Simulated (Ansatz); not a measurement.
`C1=C[SiH2]C1` at its PBE0-D4/def2-TZVP geometry, where that method's forces vanish. Total charge 0; spin multiplicity 1.

```xyz
10

C     0.0240   -0.9507    0.6116
C    -0.9894   -0.0986    0.8385
Si   -0.3222    1.0551   -0.4475
C     0.9207   -0.3781   -0.4692
H     0.1994   -1.9066    1.1083
H    -1.7949   -0.2228    1.5506
H     0.1813    2.3844   -0.0005
H    -1.1313    1.2717   -1.6799
H     0.9723   -0.9874   -1.3748
H     1.9401   -0.1669   -0.1371
```

(1) What forces (eV/Å) does B3LYP-D4/def2-TZVPP give on these atoms in Ansatz 0.2.0? (Estimate.)

Results:

(1) Ansatz gave: 
```
C1  -0.041 -0.252  0.197
C2  -0.099 -0.019  0.091
Si3 -0.079  0.303 -0.140
C4   0.186 -0.018 -0.133
H5  -0.012  0.062 -0.031
H6   0.057  0.004 -0.047
H7  -0.032 -0.077 -0.030
H8   0.049 -0.009  0.074
H9   0.017  0.028  0.049
H10 -0.044 -0.024 -0.030
```

B3LYP here is the variant with VWN-RPA as its local correlation; programs differ in this.
